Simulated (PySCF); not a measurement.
C6H7N3Si.
Bonds: Si1–N2, N2–N3 (aromatic), N3–C4 (aromatic), C4–C5 (aromatic), C5–C6 (aromatic), C6–C7 (aromatic), C7–C8 (aromatic), C8–C9 (aromatic), C9–N10 (aromatic), N2–N10 (aromatic), C4–C9 (aromatic). Hydrogens: H11, H12, H13 on Si1; H14 on C5; H15 on C6; H16 on C7; H17 on C8.

NICS is the negative of the GIAO shielding at a point without a nucleus: at the ring centre (0) and 1 Å above and below it (1); zz is the component along the ring normal. Level: GIAO PBE0/pcSseg-1 (PySCF, non-relativistic, gas phase) on the GFN2-xTB geometry, one conformer.

Rings: 1. N2–N3–C4–C9–N10; 2. C4–C5–C6–C7–C8–C9.

| set | NICS(0) | NICS(1), two faces | NICS(1)zz, two faces |
| --- | --- | --- | --- |
| P | -8.1 | -10.6 / -10.7 | -26.2 / -26.3 |
| Q | -15.8 | -15.7 / -15.8 | -40.1 / -40.5 |

Which set (ppm) belongs to which ring?

P = 2, Q = 1.
- 1 (5-membered ring with 3 N; formal bonds all aromatic): mean NICS(1)zz -40.3 ppm, shielded, aromatic by this magnetic criterion (flat ring, no four-coordinate atom), though in fused rings the probe also feels the neighbouring ring.
- 2 (6-membered carbocycle; formal bonds all aromatic): mean NICS(1)zz -26.2 ppm, shielded. The ring is flat and has no four-coordinate atom; by the NICS criterion it is aromatic, though in fused rings the probe also feels the neighbouring ring.

How do the rings differ in shape?

| ring | bond lengths (Å) | rms pucker (Å) | HOMA | nearest outside atom to a NICS(1) probe (Å) |
| --- | --- | --- | --- | --- |
| 1 | 1.316, 1.337, 1.434, 1.337, 1.316 | 0.00 | 0.89 | carbon 2.74 |
| 2 | 1.403, 1.367, 1.413, 1.367, 1.403, 1.434 | 0.00 | 0.82 | hydrogen 2.65 |

HOMA = 1 − mean of α(R − Ropt)² over the ring bonds, with Krygowski's 1993 parameters (CC: Ropt 1.388 Å, α 257.7 Å⁻²; CN: Ropt 1.334 Å, α 93.52 Å⁻²; NN: Ropt 1.309 Å, α 130.33 Å⁻²).
